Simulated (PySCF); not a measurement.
This PySCF input asks for the NMR shieldings of `InChI=1S/C6H16BPSi/c1-7(2)8-4-3-6(9)5-8/h6H,3-5H2,1-2,9H3/t6-,8?/m1/s1`; the geometry comes from GFN2-xTB.

```python
import basis_set_exchange as bse
import numpy as np
from pyscf import gto, dft
from pyscf.prop import nmr

atoms = """
C     2.840868    0.887484    1.037151
B     1.942128    0.414999   -0.171049
C     2.448412   -0.757185   -1.101456
P     0.400482    1.408876   -0.642930
C    -0.523503    1.558695    0.990925
C    -1.741162    0.635877    0.902551
C    -1.374185   -0.541243    0.001139
Si   -2.840328   -1.691135   -0.383198
C    -0.777911    0.091077   -1.251475
H     2.971356    0.079902    1.758439
H     3.843681    1.139199    0.691302
H     2.455640    1.752467    1.575069
H     3.462931   -1.083269   -0.880631
H     2.413117   -0.469341   -2.152233
H     1.804051   -1.633095   -1.011548
H     0.133033    1.264425    1.811018
H    -0.819792    2.595934    1.156587
H    -2.047267    0.299735    1.894977
H    -2.578556    1.179231    0.459206
H    -0.583101   -1.111269    0.505864
H    -3.330990   -2.276859    0.865739
H    -3.905888   -0.917301   -1.022092
H    -2.386392   -2.751020   -1.286002
H    -1.558610    0.570625   -1.848263
H    -0.258950   -0.622664   -1.889957
"""
names = dict.fromkeys(["C", "B", "P", "Si", "H"], "pcSseg-1")
basis = {el: gto.basis.parse(bse.get_basis(n, elements=[el], fmt="nwchem")) for el, n in names.items()}
mol = gto.M(atom=atoms, basis=basis, charge=0, verbose=0)
mf = dft.RKS(mol, xc="PBE0")
mf.grids.level = 2
mf.grids.alignment = dft.numint.BLKSIZE   # the property module wants whole blocks of grid points
mf.conv_tol = 1e-9
mf.kernel()

calc = nmr.RKS(mf)   # GIAO
C = mf.mo_coeff
Co = C[:, mf.mo_occ > 0]
resp = mf.gen_response(singlet=True, hermi=2)
def vind(x):   # induced exchange potential for any number of trial vectors
    d = np.einsum("pi,xij,qj->xpq", C, 2 * x.reshape(-1, C.shape[1], Co.shape[1]), Co, optimize=True)
    return np.einsum("xpq,pi,qj->xij", resp(d - d.transpose(0, 2, 1)), C, Co, optimize=True).ravel()
mo1, _ = nmr.rhf.solve_mo1(calc, with_cphf=vind)
sigma = calc.kernel(mo1)
for i, s in enumerate(sigma):   # ppm
    w = np.linalg.eigvalsh((s + s.T) / 2)
    print("%2d %-2s iso %8.1f  s11 %8.1f  s22 %8.1f  s33 %8.1f" % (i, mol.atom_pure_symbol(i), w.mean(), *w))
```

**Question.** What does it print?

**Answer.** 
```
 0 C  iso    170.1  s11    148.6  s22    177.6  s33    184.3
 1 B  iso      2.2  s11    -79.2  s22    -34.4  s33    120.2
 2 C  iso    174.1  s11    154.5  s22    180.0  s33    187.9
 3 P  iso    347.0  s11    279.7  s22    318.5  s33    443.0
 4 C  iso    161.6  s11    126.1  s22    167.0  s33    191.8
 5 C  iso    151.0  s11    122.9  s22    157.5  s33    172.5
 6 C  iso    154.8  s11    145.0  s22    148.6  s33    171.0
 7 Si iso    416.0  s11    379.6  s22    396.9  s33    471.5
 8 C  iso    154.6  s11    133.9  s22    151.2  s33    178.8
 9 H  iso     30.9  s11     27.8  s22     28.9  s33     36.0
10 H  iso     30.7  s11     26.5  s22     28.5  s33     37.1
11 H  iso     30.3  s11     25.6  s22     31.8  s33     33.3
12 H  iso     30.6  s11     26.3  s22     29.1  s33     36.3
13 H  iso     30.4  s11     25.6  s22     30.4  s33     35.4
14 H  iso     30.9  s11     25.7  s22     31.8  s33     35.1
15 H  iso     29.5  s11     23.7  s22     28.5  s33     36.2
16 H  iso     29.3  s11     23.6  s22     27.1  s33     37.2
17 H  iso     29.5  s11     23.4  s22     28.5  s33     36.6
18 H  iso     30.7  s11     24.6  s22     29.8  s33     37.6
19 H  iso     31.6  s11     27.8  s22     30.3  s33     36.6
20 H  iso     27.7  s11     23.8  s22     25.6  s33     33.8
21 H  iso     28.2  s11     24.8  s22     26.3  s33     33.4
22 H  iso     27.8  s11     23.7  s22     26.2  s33     33.4
23 H  iso     30.4  s11     24.8  s22     29.0  s33     37.4
24 H  iso     29.4  s11     24.6  s22     28.1  s33     35.6
```

These numbers come from an equivalent density-fitted implementation of the same equations, which agrees with the script to about 0.01 ppm for H and up to a few tenths of a ppm for heavy atoms, so last digits may differ.

Size and cost of the density-fitted run: 247 basis functions, 51 s wall time on 1 thread of an Arm Neoverse V2, shared host; peak memory 1.1 GiB.
